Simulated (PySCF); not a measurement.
C7H4OS, SMILES C#Cc1ccc(C=O)s1 (GFN2-xTB optimised geometry):

```
13

C     -1.953    -2.887    -0.003
C     -1.229    -1.927    -0.001
C     -0.391    -0.808     0.000
C      0.988    -0.808     0.000
C      1.523     0.480     0.000
C      0.560     1.467     0.000
C      0.761     2.894     0.000
O     -0.110     3.731     0.001
S     -1.042     0.795     0.002
H     -2.577    -3.731    -0.002
H      1.570    -1.712     0.000
H      2.577     0.693     0.000
H      1.834     3.177    -0.001
```

Method: PySCF with B3LYP/def2-TZVP.

**Question.** What are the frontier orbital energies and the dipole moment?

**Answer.** HOMO-2 -7.76 eV, HOMO-1 -7.44 eV, HOMO -6.88 eV, LUMO -2.65 eV, LUMO+1 -0.51 eV; dipole moment 3.85 D.

Meta-Löwdin charges at B3LYP/def2-TZVP: C1 -0.18, C2 -0.03, C3 -0.10, C4 -0.13, C5 -0.11, C6 -0.17, C7 0.26, O8 -0.41, S9 0.35, H10 0.18, H11 0.14, H12 0.14, H13 0.07.
